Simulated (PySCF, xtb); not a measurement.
C2H6ClFSi, SMILES F[SiH](Cl)CC.

GFN2-xTB in xtb 6.7.1 at its own geometry gives an orbital gap of 6.23 eV and a dipole moment of 2.15 D.

The structure is a stationary point at PBE0-D3(BJ)/def2-SVP. This is a generated structure with no PubChem entry under its InChIKey; it may be hypothetical. The values are those of a single conformer.

### Question
What does ωB97X/def2-TZVP run with PySCF give? (An estimate is asked for; the answer gives what the named calculation found.)

### Answer
gap 13.78 eV (levels -11.13 and 2.65 eV), dipole 2.25 D.
